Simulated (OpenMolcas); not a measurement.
B²⁺: effect of the active space

```json
{
 "Program": "OpenMolcas",
 "Method": "CASSCF or its RAS form",
 "Basis": "ANO-L-VQZP",
 "Scalar Hamiltonian": "non-relativistic, point nucleus",
 "Spin-orbit coupling": "state interaction with AMFI integrals over the reference wave functions, term energies averaged over their components"
}
```

A. 1 electron in 4 orbitals (2s 2p); 2S+1 = 2 even, 1 root; 2S+1 = 2 odd, 3 roots; cost about 7 core-seconds
B. 1 electron in 9 orbitals (RAS2 2s 2p; RAS3 3d, at most 1 electron); 2S+1 = 2 even, 1 root; 2S+1 = 2 odd, 3 roots; cost of the order of 9 core-seconds

Energies in cm⁻¹ above 2s ²S_1/2, the measured ground level; measured values from Moore, Atomic Energy Levels, vol. I, NSRDS-NBS 35 (1971 reprint of NBS Circular 467, 1949).

```csv
Level,A,B,Measured
2s ²S_1/2,0.0,0.0,0.0
2p ²P°_1/2,48977,48977,48358
2p ²P°_3/2,49006,49006,48393
```

Deviations, from unrounded energies. A percentage is the sum of absolute deviations over the sum of measured energies, with the sign that they share, or ± where signs differ.

| Against measurement | Levels | A | B |
| --- | --- | --- | --- |
| mean absolute deviation (cm-1) | 2 | 620 | 620 |
| other configurations (%) | 2 | +1.3 | +1.3 |

A, B lie about equally close to measurement. The largest miss of A in the table is 2p ²P°_1/2, by +620 cm-1. The ranking rests on the paired levels alone, and a cruder setting can come out closer through cancelling errors.

Between A and B no level of the table moves by more than 5 cm-1.

With one active electron the reference holds no correlation, so core polarisation is missing. With one active electron outside closed inactive shells, the extra shells (3d) add no correlation to the reference (holds for B). Measured partners are found by configuration, term and J. A level has none where our copy of the source lacks it or the pairing is in doubt (some pairs that miss far off the trend of their configuration count as doubtful), and it then counts in no deviation. Only configurations of the active space appear.

° marks odd parity.
